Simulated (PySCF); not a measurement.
Compound: ClFGe₂H₅N.
Atom-mapped SMILES: `[F:1][Ge@H:2]([Cl:3])[NH:4][GeH3:5]` (hydrogens: H6 on Ge2; H7 on N4; H8, H9, H10 on Ge5)

Structure used (PBE0-D3(BJ)/def2-SVP), in Å, numbered top down from 1:
```xyz
10
ClFGe2H5N angstrom
F     -2.0662    1.2229    1.3579
Ge    -1.5445    0.4657   -0.1179
Cl    -1.8957   -1.6321    0.1674
N      0.2235    0.6313   -0.3493
Ge     1.5304   -0.5993    0.1113
H     -2.4266    1.0549   -1.2163
H      0.5561    1.5443   -0.6442
H      1.4210   -1.8392   -0.7895
H      1.3944   -1.0039    1.5879
H      2.8605    0.1334   -0.1335
```

Jobs on this species (10 atoms, 102 electrons) with PySCF (density fitting). Hardware of each: one thread of an Arm Neoverse V2, on a shared host. Times come from a shared host and carry two figures at best. Peak memory is the resident size of the whole Python process, interpreter and libraries included.

Question: Rank these jobs by wall time, shortest first.
A. delta-SCF UKS SCAN, pcX-2 on the ionised atom, pcseg-1 elsewhere, non-relativistic; ΔSCF core ionisation, 4 holes; 167 basis functions
B. PBE0-D3(BJ)/def2-SVP, grid level 1; geometry optimisation from a GFN2-xTB start shaken at random; 135 basis functions
C. delta-SCF UKS PBE0, pcX-2 on the ionised atom, pcseg-1 elsewhere, spin-free X2C; ΔSCF core ionisation, 4 holes; 167 basis functions

Answer: A (20 s), C (43 s), B (2.9 min).

All jobs:

```csv
level and settings,work,basis functions,SCF cycles,wall time,peak memory
"delta-SCF UKS PBE, pcX-2 on the ionised atom, pcseg-1 elsewhere, spin-free X2C","ΔSCF core ionisation, 4 holes",167,62,15 s,0.53 GiB
"delta-SCF UKS SCAN, pcX-1 on the ionised atom, pcseg-1 elsewhere, spin-free X2C","ΔSCF core ionisation, 4 holes",147,59,18 s,0.44 GiB
"delta-SCF UKS SCAN, pcX-2 on the ionised atom, pcseg-1 elsewhere, non-relativistic","ΔSCF core ionisation, 4 holes",167,60,20 s,0.52 GiB
"delta-SCF UKS SCAN, def2-TZVP on the ionised atom, pcseg-1 elsewhere, spin-free X2C","ΔSCF core ionisation, 4 holes",144,59,20 s,0.44 GiB
"delta-SCF UKS SCAN, pcX-2 on the ionised atom, pcseg-1 elsewhere, spin-free X2C","ΔSCF core ionisation, 4 holes",167,61,21 s,0.54 GiB
"delta-SCF UKS HF, pcX-2 on the ionised atom, pcseg-1 elsewhere, spin-free X2C","ΔSCF core ionisation, 4 holes",167,52,31 s,0.70 GiB
"delta-SCF UKS PBE0, pcX-2 on the ionised atom, pcseg-1 elsewhere, spin-free X2C","ΔSCF core ionisation, 4 holes",167,55,43 s,0.67 GiB
"delta-SCF UKS B3LYP, pcX-2 on the ionised atom, pcseg-1 elsewhere, spin-free X2C","ΔSCF core ionisation, 4 holes",167,56,43 s,0.67 GiB
"PBE0-D3(BJ)/def2-SVP, grid level 1",geometry optimisation from a GFN2-xTB start shaken at random,135,126,2.9 min,0.60 GiB
```

Question: What do all jobs in the table cost together?

Answer: About 6.4 min; the longest takes about 45 % of that, and about 12 times as long as the shortest.
